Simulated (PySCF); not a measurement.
**Pm: excitation energy**

Pm [Xe] 4f5 6s2 (high-spin determinant) → Pm [Xe] 4f6 6s1 (8F), as a difference of total energies. All numbers are calculated (PySCF 2.14, scalar relativity by spin-free X2C-1e, in cc-pVDZ-X2C (8s7p5d3f1g, 84 functions)). The calculations carry no spin-orbit coupling.

| method | excitation energy (cm⁻¹) |
| --- | --- |
| UHF | 50872 |
| wB97X-V | 32135 |
| B3LYP | 31195 |
| revPBE | 23056 |

In the upper state the promoted electron has a positive orbital energy at B3LYP, revPBE, so the basis confines it.

The determinant of the lower state mixes LS terms, which raises its energy above the lowest term, most at the Hartree-Fock and MP2 levels.
